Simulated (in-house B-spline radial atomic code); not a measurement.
A fraction x of an electron is removed from 4p in the bromine ion Br²⁺, starting from [Ar] 3d10 4s2 4p3 and keeping the highest spin. Level of theory: scalar-relativistic (X2C) r2SCAN, spin-polarised, spherical fractional occupations, Fermi nucleus of rms radius 4.1629 fm; calculated with a B-spline radial code for spherical atoms.

```
   x  E(x) - E(0) (eV)  4p up level (eV)
   0            0.0000           -30.042
0.12            3.6848           -31.372
0.19            5.9081           -32.153
0.28            8.8473           -33.162
 0.5           16.4161           -35.650
0.57           18.9395           -36.448
0.73           24.9177           -38.282
0.86           29.9917           -39.781
0.94           33.2112           -40.708
   1           35.6746           -41.405
```

The exact functional would give a straight line between the two integer points. Deviations E(x) - E(0) - x[E(1) - E(0)], in eV: -0.596 at x = 0.12, -0.87 at x = 0.19, -1.142 at x = 0.28, -1.421 at x = 0.5, -1.395 at x = 0.57, -1.125 at x = 0.73, -0.688 at x = 0.86, -0.323 at x = 0.94.

The curve lies below the straight line by up to 1.421 eV (at x = 0.5): convex, the delocalisation error that favours fractional charges.

Question: How well does Slater's transition state (minus the level at half occupation) give the ionisation energy?

Answer: It gives 35.650 eV against 35.675 eV from the two total energies; NIST lists 34.87 eV, ground level to ground level.
